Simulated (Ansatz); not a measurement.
Ansatz (an electronic-structure program) input file for C2H4F2OSi, SMILES O=C[Si@@H](F)CF, PBE-D3(BJ)/def2-SVP. 

Ansatz 0.2 input:
```yaml
crystal:
  periodic: [false, false, false]
  atoms:
    - {symbol: O, position_ang: [1.80730947, 0.38079718, -1.67074270]}
    - {symbol: C, position_ang: [1.78696440, 0.08095195, -0.49543117]}
    - {symbol: Si, position_ang: [0.11306747, -0.49067760, 0.26345850]}
    - {symbol: F, position_ang: [0.24121486, -0.47479177, 1.88936387]}
    - {symbol: C, position_ang: [-1.18814619, 0.74119960, -0.33380221]}
    - {symbol: F, position_ang: [-2.46826295, 0.25162165, -0.11861863]}
    - {symbol: H, position_ang: [2.72618573, 0.13925094, 0.12353038]}
    - {symbol: H, position_ang: [-0.20820331, -1.87260716, -0.17055387]}
    - {symbol: H, position_ang: [-1.03198817, 0.91706397, -1.41436736]}
    - {symbol: H, position_ang: [-1.07689090, 1.71502288, 0.17760632]}
basis:
  gaussian:
    orbitals: def2-SVP
hamiltonian:
  xc: pbe
  dispersion: d3bj
relax: {f_tol: 0.002, max_steps: 200}
```

Output:

```
WARN ansatz: RAYON_NUM_THREADS=1 ignored (pool sized by the plan → 1); use --threads N
Functional definition: PBE
integrals: 0.05 GiB planned
1183 factors; their error is unknown
mean field: 0.28 GiB planned
mean field evaluation 1: about -17467.3607 eV, gradient 5.7e1 eV
mean field evaluation 2: about -17449.6809 eV, gradient 1.1e2 eV
mean field evaluation 4: about -17473.9936 eV, gradient 5.8e0 eV
mean field evaluation 8: about -17474.0608 eV, gradient 2.2e-1 eV
mean field evaluation 16: about -17473.9819 eV, gradient 4.4e-4 eV
mean field -17473.98185903 eV, -642.1569890290 hartree, gradient 3.4e-5 eV, S^2 0.000000; 0 other end points of the search recorded, 0 dependent functions left out
the calculation of the forces begins
reference -17473.98188806 eV, -642.1569900957 hartree; 28, 28 occupied and 80, 80 virtual orbitals, 1183 factors
relax step   1: F+E_penalty+E_count = -17474.17868935 eV  Δ(F+E_penalty+E_count) = +0.000e0 eV  max|allowed force component| = 7.923e-1 eV/Å  Δτ_max = 0.0000 Å  (29 SCF iters, accepted)
these checks for a lower state are left out or cut short: starts, cluster_reference, orbital_swaps, neighbouring_geometries, increment
integrals: 0.05 GiB planned
1183 factors; their error is unknown
mean field: 0.28 GiB planned
mean field -17473.99709029 eV, -642.1575487676 hartree, gradient 1.2e-5 eV, S^2 0.000000; 0 other end points of the search recorded, 0 dependent functions left out
the calculation of the forces begins
reference -17473.99711931 eV, -642.1575498341 hartree; 28, 28 occupied and 80, 80 virtual orbitals, 1183 factors
relax step   2: F+E_penalty+E_count = -17474.19334273 eV  Δ(F+E_penalty+E_count) = -1.465e-2 eV  max|allowed force component| = 2.232e-1 eV/Å  Δτ_max = 0.0166 Å  (32 SCF iters, accepted)
these checks for a lower state are left out or cut short: starts, cluster_reference, orbital_swaps, neighbouring_geometries, increment
integrals: 0.05 GiB planned
1183 factors; their error is unknown
mean field: 0.28 GiB planned
mean field evaluation 32: about -17473.9959 eV, gradient 1.2e-5 eV
mean field -17473.99592107 eV, -642.1575057996 hartree, gradient 1.2e-5 eV, S^2 0.000000; 0 other end points of the search recorded, 0 dependent functions left out
the calculation of the forces begins
reference -17473.99595008 eV, -642.1575068656 hartree; 28, 28 occupied and 80, 80 virtual orbitals, 1183 factors
relax step   3: F+E_penalty+E_count = -17474.19177983 eV  Δ(F+E_penalty+E_count) = +1.563e-3 eV  max|allowed force component| = 2.219e-1 eV/Å  Δτ_max = 0.0266 Å  (30 SCF iters, rejected (line search))
these checks for a lower state are left out or cut short: starts, cluster_reference, orbital_swaps, neighbouring_geometries, increment
integrals: 0.05 GiB planned
1183 factors; their error is unknown
mean field: 0.28 GiB planned
mean field -17473.99890628 eV, -642.1576155039 hartree, gradient 1.2e-5 eV, S^2 0.000000; 0 other end points of the search recorded, 0 dependent functions left out
the calculation of the forces begins
reference -17473.99893530 eV, -642.1576165705 hartree; 28, 28 occupied and 80, 80 virtual orbitals, 1183 factors
relax step   4: F+E_penalty+E_count = -17474.19513412 eV  Δ(F+E_penalty+E_count) = -1.791e-3 eV  max|allowed force component| = 9.658e-2 eV/Å  Δτ_max = 0.0133 Å  (32 SCF iters, accepted)
these checks for a lower state are left out or cut short: starts, cluster_reference, orbital_swaps, neighbouring_geometries, increment
integrals: 0.05 GiB planned
1183 factors; their error is unknown
mean field: 0.28 GiB planned
mean field -17473.99946845 eV, -642.1576361635 hartree, gradient 1.3e-5 eV, S^2 0.000000; 0 other end points of the search recorded, 0 dependent functions left out
the calculation of the forces begins
reference -17473.99949748 eV, -642.1576372301 hartree; 28, 28 occupied and 80, 80 virtual orbitals, 1183 factors
relax step   5: F+E_penalty+E_count = -17474.19561785 eV  Δ(F+E_penalty+E_count) = -4.837e-4 eV  max|allowed force component| = 1.701e-2 eV/Å  Δτ_max = 0.0106 Å  (30 SCF iters, accepted)
these checks for a lower state are left out or cut short: starts, cluster_reference, orbital_swaps, neighbouring_geometries, increment
integrals: 0.05 GiB planned
1183 factors; their error is unknown
mean field: 0.28 GiB planned
mean field -17473.99954711 eV, -642.1576390538 hartree, gradient 1.3e-5 eV, S^2 0.000000; 0 other end points of the search recorded, 0 dependent functions left out
the calculation of the forces begins
reference -17473.99957613 eV, -642.1576401206 hartree; 28, 28 occupied and 80, 80 virtual orbitals, 1183 factors
relax step   6: F+E_penalty+E_count = -17474.19569294 eV  Δ(F+E_penalty+E_count) = -7.509e-5 eV  max|allowed force component| = 2.954e-2 eV/Å  Δτ_max = 0.0113 Å  (31 SCF iters, accepted)
these checks for a lower state are left out or cut short: starts, cluster_reference, orbital_swaps, neighbouring_geometries, increment
integrals: 0.05 GiB planned
1183 factors; their error is unknown
mean field: 0.28 GiB planned
mean field -17473.99975475 eV, -642.1576466845 hartree, gradient 1.3e-5 eV, S^2 0.000000; 0 other end points of the search recorded, 0 dependent functions left out
the calculation of the forces begins
reference -17473.99978377 eV, -642.1576477511 hartree; 28, 28 occupied and 80, 80 virtual orbitals, 1183 factors
relax step   7: F+E_penalty+E_count = -17474.19581319 eV  Δ(F+E_penalty+E_count) = -1.202e-4 eV  max|allowed force component| = 2.223e-2 eV/Å  Δτ_max = 0.0175 Å  (31 SCF iters, accepted)
these checks for a lower state are left out or cut short: starts, cluster_reference, orbital_swaps, neighbouring_geometries, increment
integrals: 0.05 GiB planned
1183 factors; their error is unknown
mean field: 0.28 GiB planned
mean field evaluation 64: about -17473.9999 eV, gradient 1.9e-1 eV
mean field -17473.99994076 eV, -642.1576535202 hartree, gradient 1.3e-5 eV, S^2 0.000000; 0 other end points of the search recorded, 0 dependent functions left out
the calculation of the forces begins
reference -17473.99996976 eV, -642.1576545861 hartree; 28, 28 occupied and 80, 80 virtual orbitals, 1183 factors
relax step   8: F+E_penalty+E_count = -17474.19588230 eV  Δ(F+E_penalty+E_count) = -6.910e-5 eV  max|allowed force component| = 1.175e-2 eV/Å  Δτ_max = 0.0238 Å  (31 SCF iters, accepted)
these checks for a lower state are left out or cut short: starts, cluster_reference, orbital_swaps, neighbouring_geometries, increment
integrals: 0.05 GiB planned
1183 factors; their error is unknown
mean field: 0.28 GiB planned
mean field -17473.99995531 eV, -642.1576540549 hartree, gradient 1.1e-5 eV, S^2 0.000000; 0 other end points of the search recorded, 0 dependent functions left out
the calculation of the forces begins
reference -17473.99998431 eV, -642.1576551208 hartree; 28, 28 occupied and 80, 80 virtual orbitals, 1183 factors
relax step   9: F+E_penalty+E_count = -17474.19589463 eV  Δ(F+E_penalty+E_count) = -1.233e-5 eV  max|allowed force component| = 6.065e-3 eV/Å  Δτ_max = 0.0016 Å  (23 SCF iters, accepted)
these checks for a lower state are left out or cut short: starts, cluster_reference, orbital_swaps, neighbouring_geometries, increment
integrals: 0.05 GiB planned
1183 factors; their error is unknown
mean field: 0.28 GiB planned
mean field -17473.99993408 eV, -642.1576532747 hartree, gradient 1.2e-5 eV, S^2 0.000000; 0 other end points of the search recorded, 0 dependent functions left out
the calculation of the forces begins
reference -17473.99996307 eV, -642.1576543403 hartree; 28, 28 occupied and 80, 80 virtual orbitals, 1183 factors
relax step  10: F+E_penalty+E_count = -17474.19589638 eV  Δ(F+E_penalty+E_count) = -1.753e-6 eV  max|allowed force component| = 1.308e-2 eV/Å  Δτ_max = 0.0052 Å  (32 SCF iters, accepted)
these checks for a lower state are left out or cut short: starts, cluster_reference, orbital_swaps, neighbouring_geometries, increment
integrals: 0.05 GiB planned
1183 factors; their error is unknown
mean field: 0.28 GiB planned
mean field -17473.99996322 eV, -642.1576543458 hartree, gradient 2.5e-5 eV, S^2 0.000000; 0 other end points of the search recorded, 0 dependent functions left out
the calculation of the forces begins
reference -17473.99999222 eV, -642.1576554115 hartree; 28, 28 occupied and 80, 80 virtual orbitals, 1183 factors
relax step  11: F+E_penalty+E_count = -17474.19589721 eV  Δ(F+E_penalty+E_count) = -8.271e-7 eV  max|allowed force component| = 9.420e-3 eV/Å  Δτ_max = 0.0024 Å  (24 SCF iters, accepted)
these checks for a lower state are left out or cut short: starts, cluster_reference, orbital_swaps, neighbouring_geometries, increment
integrals: 0.05 GiB planned
1183 factors; their error is unknown
mean field: 0.28 GiB planned
mean field -17473.99996343 eV, -642.1576543535 hartree, gradient 1.1e-5 eV, S^2 0.000000; 0 other end points of the search recorded, 0 dependent functions left out
the calculation of the forces begins
reference -17473.99999243 eV, -642.1576554192 hartree; 28, 28 occupied and 80, 80 virtual orbitals, 1183 factors
relax step  12: F+E_penalty+E_count = -17474.19590413 eV  Δ(F+E_penalty+E_count) = -6.928e-6 eV  max|allowed force component| = 3.687e-3 eV/Å  Δτ_max = 0.0027 Å  (24 SCF iters, accepted)
these checks for a lower state are left out or cut short: starts, cluster_reference, orbital_swaps, neighbouring_geometries, increment
integrals: 0.05 GiB planned
1183 factors; their error is unknown
mean field: 0.28 GiB planned
mean field evaluation 96: about -17474.0000 eV, gradient 2.1e-5 eV
mean field -17473.99996056 eV, -642.1576542478 hartree, gradient 2.2e-5 eV, S^2 0.000000; 0 other end points of the search recorded, 0 dependent functions left out
the calculation of the forces begins
reference -17473.99998955 eV, -642.1576553135 hartree; 28, 28 occupied and 80, 80 virtual orbitals, 1183 factors
relax step  13: F+E_penalty+E_count = -17474.19590524 eV  Δ(F+E_penalty+E_count) = -1.104e-6 eV  max|allowed force component| = 2.246e-3 eV/Å  Δτ_max = 0.0006 Å  (22 SCF iters, accepted)
these checks for a lower state are left out or cut short: starts, cluster_reference, orbital_swaps, neighbouring_geometries, increment
integrals: 0.05 GiB planned
1183 factors; their error is unknown
mean field: 0.28 GiB planned
mean field -17473.99996033 eV, -642.1576542394 hartree, gradient 1.2e-5 eV, S^2 0.000000; 0 other end points of the search recorded, 0 dependent functions left out
the calculation of the forces begins
reference -17473.99998932 eV, -642.1576553050 hartree; 28, 28 occupied and 80, 80 virtual orbitals, 1183 factors
relax step  14: F+E_penalty+E_count = -17474.19590534 eV  Δ(F+E_penalty+E_count) = -1.063e-7 eV  max|allowed force component| = 1.427e-3 eV/Å  Δτ_max = 0.0001 Å  (18 SCF iters, accepted)
integrals: 0.05 GiB planned
1183 factors; their error is unknown
mean field: 0.28 GiB planned
mean field -17473.99996032 eV, -642.1576542394 hartree, gradient 2.1e-5 eV, S^2 0.000000; 1 other end points of the search recorded, 0 dependent functions left out
the calculation of the forces begins
reference -17473.99998932 eV, -642.1576553050 hartree; 28, 28 occupied and 80, 80 virtual orbitals, 1183 factors
Total energy: -17474.19593434 eV, -642.1648561516 hartree
Atom 0 at     1.808508     0.310089    -1.703038 Å, force    -0.000148    -0.000036    -0.000039 eV/Å
Atom 1 at     1.790440     0.082090    -0.502777 Å, force     0.000435     0.000105     0.000127 eV/Å
Atom 2 at     0.115260    -0.493300     0.273730 Å, force    -0.000386     0.000117     0.000677 eV/Å
Atom 3 at     0.231671    -0.503485     1.913218 Å, force     0.000002    -0.000106    -0.000578 eV/Å
Atom 4 at    -1.191581     0.747064    -0.324548 Å, force     0.001427     0.000377    -0.000019 eV/Å
Atom 5 at    -2.478432     0.256499    -0.133779 Å, force    -0.001055    -0.000314     0.000107 eV/Å
Atom 6 at     2.728217     0.212569     0.127434 Å, force    -0.000018     0.000063    -0.000080 eV/Å
Atom 7 at    -0.214007    -1.879828    -0.189665 Å, force    -0.000049    -0.000016    -0.000051 eV/Å
Atom 8 at    -1.008344     0.931499    -1.409398 Å, force    -0.000139    -0.000097    -0.000107 eV/Å
Atom 9 at    -1.080483     1.724634     0.199265 Å, force    -0.000070    -0.000093    -0.000036 eV/Å
Dipole moment:     0.181629     0.093858     0.049831 e Å
```

The run converged.

Cost: around 70 core-seconds (rough).
